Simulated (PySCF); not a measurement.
**Static response to an electric field**

Compound: C4H7N3O2Si.
Cartesian coordinates in Å at the PBE0-D3(BJ)/def2-SVP level; atoms count from 1:
```
atom  x, y, z in Å
C1     3.7728    0.3966    0.0013
O2     2.4417    0.3309    0.4776
C3     1.5160    0.0790   -0.4462
O4     1.7470   -0.0721   -1.6159
C5     0.1576    0.0047    0.1543
N6    -0.1110    0.0908    1.4847
C7    -1.4122   -0.0306    1.5269
N8    -1.9195   -0.1833    0.2724
Si9   -3.5919   -0.3822   -0.3427
N10   -0.9082   -0.1610   -0.6087
H11    3.8915    1.2226   -0.7161
H12    4.0558   -0.5389   -0.5034
H13    4.4068    0.5631    0.8795
H14   -2.0366   -0.0174    2.4205
H15   -3.9063    0.7600   -1.2375
H16   -4.4404   -0.3678    0.8800
H17   -3.6842   -1.6807   -1.0561
```

Level: CAM-B3LYP/def2-SVPD (PySCF), static field, nuclei fixed, core orbitals frozen in the response. The polarisability tensor in these axes (au):

```
x   136.14   6.67  -0.46
y     6.67  70.11   2.73
z    -0.46   2.73  95.87
```

Task: Diagonalise the tensor; give its mean and Δα, where Δα² is half the sum of the squared differences of the eigenvalues.

Result: Principal values 69.16, 96.16 and 136.80 au; mean 100.71 au = 14.92 Å³ = 16.60 × 10⁻⁴⁰ C²·m²/J; Δα = 58.98 au (59 % of the mean).

Task: What is the dipole moment, and where does it point?

Result: (-3.01, -0.02, 1.88) D, 3.55 D in size, pointing from the negative to the positive side. Measured along this direction, the outermost atoms are H12 and H11 at the negative end and H16 at the positive end.

Task: Give the eigenvalues of the traceless quadrupole moment Θ = ½Σq(3rr − r²1), origin at the centre of nuclear charge.

Result: -18.87, -5.99, 24.86 D·Å. The values depend on the origin, since the dipole doesn't vanish. The electronic extent ⟨r²⟩ about the same centre is 2193 bohr², a root-mean-square distance of 2.74 Å for the 82 electrons.

Task: Refractivity n − 1 of an ideal gas of it at 298.15 K and 1 atm, from the electronic α?

Result: N = p/kT = 2.4615 × 10¹⁹ cm⁻³, so n − 1 = 2π × N × 14.92 × 10⁻²⁴ cm³ = 2308 × 10⁻⁶ at long wavelengths, for an ideal gas.

Task: Directions of the eigenvectors, and the extent of the frame along each?

Result: Largest value along (1.00, 0.10, 0.00), where the nuclei span 8.90 Å; middle along (-0.01, 0.10, 0.99), 4.04 Å; least along (-0.10, 0.99, -0.10), 2.46 Å. The response follows the extents in order.

Task: In TDDFT the mean static polarisability is Σ f/ω² over all singlet excitations (ω in hartree). How much of it do the 10 lowest give? Their energies (eV) and oscillator strengths: 5.24, 0.0002; 5.94, 0.0014; 6.40, 0.2971; 6.76, 0.0036; 6.80, 0.0743; 7.06, 0.0053; 7.18, 0.0779; 7.31, 0.0001; 7.53, 0.3100; 7.95, 0.0017.

Result: They add up to 11.92 au, 11.8 % of the 100.71 au; the largest single term is 5.38 au, from the state at 6.40 eV. Terms in order: 0.01, 0.03, 5.38, 0.06, 1.19, 0.08, 1.12, 0.00, 4.05, 0.02 au. Higher excitations give the rest. The strengths listed sum to 0.771.

The structure is a single PBE0-D3(BJ)/def2-SVP conformer in the gas phase; no vibrational or solvent corrections.
